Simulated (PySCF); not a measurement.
Si(H)2(OH)(SMe) (CH₆OSSi), SMILES CS[SiH2]O.

Geometry optimised at PBE0-D3(BJ)/def2-SVP. One conformer was computed; it need not be the lowest.

Level of theory: SMD-M06-2X/6-31G* in PySCF.

Solvation free energies are E(SMD) − E(gas) at the gas-phase geometry, for 1 M in both phases. In vacuum the dipole moment is 2.89 D.

Problem. Estimate the solvation free energies in water, ethanol, 2-propanol. (Estimate from the structure and the level; the computed values follow.)

Solution. 
```tsv
solvent	ΔG(solv) (kcal/mol)	its non-electrostatic (CDS) part	dipole (D)
water	-5.8	2.9	3.85
ethanol	-8.2	-0.2	3.79
2-propanol	-8.1	-0.5	3.76
```
